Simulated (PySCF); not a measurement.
Compound: CH8FPSi2.
Geometry (PBE0-D3(BJ)/def2-SVP, Å), atoms numbered from 1 in this order:
```
atom  x, y, z in Å
C1     1.773    0.488    0.433
Si2    0.744   -0.091   -1.037
Si3   -1.259   -1.017   -0.255
F4    -2.180   -1.469   -1.530
P5    -2.466    0.431    0.998
H6     1.222    1.234    1.025
H7     2.712    0.949    0.090
H8     2.029   -0.355    1.093
H9     1.506   -1.084   -1.858
H10    0.388    1.070   -1.914
H11   -1.043   -2.226    0.599
H12   -1.448    0.451    2.004
H13   -1.970    1.602    0.344
```

The closed-shell ground state was solved at several levels (PySCF, density fitting, gas phase, non-relativistic).

```
              level  basis functions  total energy (Eh)  HOMO (eV)  LUMO (eV)  gap (eV)  dipole (D)
      PBE0/def2-SVP              122         -1062.2431      -7.34      -0.37      6.97        2.77
       KT2/pcSseg-1              146         -1072.9989      -6.41      -1.50      4.91        2.75
     B3LYP/pcSseg-1              146         -1063.1888      -7.21      -0.71      6.50        2.76
   LC-wPBE/pcSseg-1              146         -1062.7580      -9.95       1.57     11.52        2.92
         PBE0/6-31G               73         -1062.4512      -7.35      -0.35      7.00        3.83
       PBE0/cc-pVTZ              274         -1062.7394      -7.35      -0.56      6.79        2.60
      PBE0/IGLO-III              282         -1062.7413      -7.36      -0.59      6.77        2.60
CAM-B3LYP/def2-SVPD              179         -1062.7458      -8.60       0.37      8.97        2.71
  mPW1PW91/pcSseg-1              146         -1063.1235      -7.46      -0.55      6.91        2.89
  wB97X-D/def2-SVPD              179         -1062.7344      -9.15       1.09     10.24        2.76
        PBE0/STO-3G               45         -1050.1592      -3.90       5.27      9.17        1.39
```

(1) What might HF/def2-SVPD (179 basis functions) give for the same quantities?

(2) Over all these levels, which gives the widest orbital gap and which the narrowest?

(3) How much does the basis alone move the frontier levels among the 5 PBE0 rows?

(4) In the pcSseg-1 basis, how does the gap go with the fixed share of exact exchange?

(5) How far do the dipole and the HOMO energy spread over the levels?

## Answers

(1) Total energy -1060.2515 Eh, HOMO -9.81 eV, LUMO 2.21 eV, gap 12.02 eV, dipole 2.83 D.

(2) HF/def2-SVPD (Hartree–Fock, all exact exchange) has the widest, 12.02 eV, and KT2/pcSseg-1 (GGA) the narrowest, 4.91 eV. Functional and basis both differ between the two, so the spread mixes both effects.

(3) The HOMO by 3.46 eV and the LUMO by 5.86 eV. By rising basis size (HOMO, LUMO in eV): STO-3G -3.90, 5.27; 6-31G -7.35, -0.35; def2-SVP -7.34, -0.37; cc-pVTZ -7.35, -0.56; IGLO-III -7.36, -0.59.

(4) KT2 (0 %) 4.91 eV; B3LYP (20 %) 6.50 eV; mPW1PW91 (25 %) 6.91 eV. Each rise in the share widens the gap here.

(5) The dipole runs from 1.39 to 3.83 D (mean 2.73 D) and the HOMO from -9.95 to -3.90 eV.

One conformer stands for the species.

The pairwise dispersion term of wB97X-D wasn't added to the energies; at a given geometry it leaves orbitals and properties as they are.
